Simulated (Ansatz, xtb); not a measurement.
**C3H8GeO2: which of two isomers lies lower**

Structure I: `C1[CH2][GeH2][O]CO1`, a singlet. Structure II: `CC(=O)C[O][GeH3]`, a singlet. Both are isolated molecules in the gas phase, relaxed with r2SCAN-D4/def2-SVP; the shapes shown needn't be the lowest conformers.

I (Å):

```xyz
14

C     0.3079    0.0054   -1.5359
C    -0.2893    1.4147   -1.6245
C    -0.7307   -0.7793    0.4400
Ge   -0.8810    1.9231    0.1705
O    -1.4649    0.3491    0.8242
O    -0.5829   -0.9252   -0.9479
H     0.5411   -0.3841   -2.5404
H     1.2610    0.0272   -0.9621
H    -1.1646    1.4052   -2.2946
H     0.4448    2.1287   -2.0330
H     0.2939    2.4175    1.0412
H    -2.0814    2.8697    0.2427
H     0.2817   -0.7680    0.9123
H    -1.2825   -1.6690    0.7831
```

II (Å):

```yaml
atoms:
  - { symbol: C, position_ang: [0.6269, 2.2127, -1.5317] }
  - { symbol: C, position_ang: [-0.6229, 2.2126, -0.6964] }
  - { symbol: C, position_ang: [-1.0739, 0.8666, -0.1308] }
  - { symbol: Ge, position_ang: [-0.5544, -1.8424, 0.0536] }
  - { symbol: O, position_ang: [-1.2762, 3.2043, -0.4546] }
  - { symbol: O, position_ang: [-0.2062, -0.1739, -0.5027] }
  - { symbol: H, position_ang: [0.8426, 3.2309, -1.8791] }
  - { symbol: H, position_ang: [0.5081, 1.5229, -2.3826] }
  - { symbol: H, position_ang: [1.4683, 1.8105, -0.9450] }
  - { symbol: H, position_ang: [-2.1134, 0.7067, -0.4892] }
  - { symbol: H, position_ang: [-1.1425, 0.9946, 0.9708] }
  - { symbol: H, position_ang: [0.5801, -2.6794, -0.5360] }
  - { symbol: H, position_ang: [-0.5534, -1.8557, 1.5926] }
  - { symbol: H, position_ang: [-1.9335, -2.2606, -0.4865] }
```

Quicker runs give these differences E(II) − E(I): GFN2-xTB +9.3 kcal/mol; HF/STO-3G +32.0 kcal/mol (at GFN2-xTB geometries); r2SCAN-D4/def2-SVP//GFN2-xTB +4.2 kcal/mol.

Problem. Estimate E(II) − E(I) at the level CCSD(T)/def2-SVP + ΔMP2/def2-TZVPP.

Solution. Not settled: CCSD(T)/def2-SVP + ΔMP2/def2-TZVPP gives E(II) − E(I) = +5.5 kcal/mol, but this leans on the basis-set step: CCSD(T) alone gives +0.1 kcal/mol.

The same difference at several levels:

```
                             level            geometry  E(II) − E(I) (kcal/mol)  departure from the last row (kcal/mol)  job, with rough time for the two
                          GFN2-xTB            GFN2-xTB                      +9.3                                    +3.8              optimisation, 0.12 s
                         HF/STO-3G            GFN2-xTB                     +32.0                                   +26.5              single point, 0.42 s
      r2SCAN-D4/def2-SVP//GFN2-xTB            GFN2-xTB                      +4.2                                    −1.3               single point, 3.6 s
                r2SCAN-D4/def2-SVP  r2SCAN-D4/def2-SVP                      +3.6                                    −1.9                optimisation, 33 s
                       HF/def2-SVP  r2SCAN-D4/def2-SVP                      −1.4                                    −6.9           part of the CCSD(T) run
                      MP2/def2-SVP  r2SCAN-D4/def2-SVP                      +1.0                                    −4.4           part of the CCSD(T) run
                  CCSD(T)/def2-SVP  r2SCAN-D4/def2-SVP                      +0.1                                    −5.4                      single point
CCSD(T)/def2-SVP + ΔMP2/def2-TZVPP  r2SCAN-D4/def2-SVP                      +5.5                                                        single point, 77 s
```

As drawn, II has 1 C–C, 1 C=O, 1 Ge–H in place of 1 C–Ge, 2 C–O, 1 C–H. Structure I has a 6-membered ring, II no ring.

HF/def2-SVP puts the two in the other order. CCSD(T)/def2-SVP finds them nearly level. The largest departure from CCSD(T)/def2-SVP + ΔMP2/def2-TZVPP is that of HF/STO-3G, 26.5 kcal/mol. The last row adds to CCSD(T) the change of the MP2 difference between the two basis sets, here +5.4 kcal/mol, a large step that makes the value less sure.

With thermal terms from frequencies at re-optimised GFN2-xTB minima (ideal gas, soft modes damped towards free rotors, one conformer each, 298.15 K, 1 atm): on the last row, ΔE + ΔZPE = +1.8, ΔH = +3.0, ΔG = −0.3 kcal/mol.

The correlated steps freeze 14 core orbitals; the filled d shell of Ge is correlated, in a basis made for valence electrons. Codes used: Ansatz 0.2.0, xtb 6.7.1; the last row on 4 threads of Arm Neoverse V2 on a shared host.
